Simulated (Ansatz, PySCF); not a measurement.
This PySCF input computes a CAM-B3LYP/def2-TZVPD energy:

```python
from pyscf import gto, scf, dft

mol = gto.M(
    atom='''
    O    -0.00000000   -0.00000000   -0.89733765
    Si    0.00000000    0.00000000    0.64592666
    H    -0.00000000   -0.00000000   -1.86427210
    ''',
    basis='def2-tzvpd',
    charge=1,
    spin=0,
    verbose=4,
)

mf = dft.RKS(mol, xc='camb3lyp').density_fit(auxbasis='def2-universal-jkfit')
mf.grids.level = 3
mf.conv_tol = 1e-9
mf.max_cycle = 100
mf.max_memory = 1500
mf.kernel()
if not mf.converged:
    mf = mf.newton()
    mf.kernel(mf.make_rdm1())
mf.analyze()
```

Task: Write an input for the same energy in Ansatz (a program for electronic structure) and say what it gives.

Result: 
Ansatz 0.2 input:
```yaml
crystal:
  periodic: [false, false, false]
  atoms:
    - {symbol: O, position_ang: [-0.00000000, -0.00000000, -0.89733765]}
    - {symbol: Si, position_ang: [0.00000000, 0.00000000, 0.64592666]}
    - {symbol: H, position_ang: [-0.00000000, -0.00000000, -1.86427210]}
basis:
  gaussian:
    orbitals: def2-TZVPD
hamiltonian:
  xc: {name: CAM-B3LYP}
total_charge: 1
output: {forces: true}
```
It gives -365.06482 Eh, and PySCF -365.06486 Eh, a difference of 0.04 mEh, from the treatment of integrals and grids.

It need not be the lowest isomer of its formula.
